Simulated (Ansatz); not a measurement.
# Abstraction of F: CHBr2F + C3H5 → CHBr2 + C3H5F

Species: CHBr2F (dibromofluoromethane) `FC(Br)Br`, singlet; C3H5 `[CH2]C=C`, doublet; CHBr2 `Br[CH]Br`, doublet; C3H5F (allyl fluoride) `C=CCF`, singlet. A radical takes F: the energy is the difference in strength between two C–F bonds in different surroundings.

Shapes, held fixed at every level: PBE0-D4/def2-TZVP. Flexible molecules stand in one conformer, not always the lowest. Programs: Ansatz 0.2.0. Electronic energies: no zero-point or thermal term.

```json
{"level": "HF/def2-TZVPP", "kind": "Hartree–Fock", "ΔE (kJ/mol)": "+47.5", "CPU time (sum over the molecules)": "–"}
{"level": "PBE-D4/def2-TZVPP", "kind": "GGA", "ΔE (kJ/mol)": "+44.3", "CPU time (sum over the molecules)": "22 s"}
{"level": "B3LYP-D4/def2-TZVPP", "kind": "global hybrid", "ΔE (kJ/mol)": "+42.6", "CPU time (sum over the molecules)": "35 s"}
{"level": "PBE0-D4/def2-TZVPP", "kind": "global hybrid", "ΔE (kJ/mol)": "+41.8", "CPU time (sum over the molecules)": "28 s"}
{"level": "wB97M-V/def2-TZVPP", "kind": "range-separated hybrid", "ΔE (kJ/mol)": "+41.3", "CPU time (sum over the molecules)": "1.8 min"}
{"level": "wB97X-V/def2-TZVPP", "kind": "range-separated hybrid", "ΔE (kJ/mol)": "+37.3", "CPU time (sum over the molecules)": "71 s"}
{"level": "B2PLYP/def2-TZVPP", "kind": "double hybrid", "ΔE (kJ/mol)": "+36.3", "CPU time (sum over the molecules)": "43 s"}
```

B2PLYP/def2-TZVPP gives ΔE = +36.3 kJ/mol; the levels span +36.3 to +47.5. The median of the levels is +41.8. No measured value is set beside it here. Spin contamination: C3H5 (⟨S²⟩ up to 0.95). Open shells run unrestricted. Relativity is left out for Br. Outer-core shells of Br are correlated, in sets that cover them unevenly. Times are processor times on shared x86 and Arm servers, and rough.
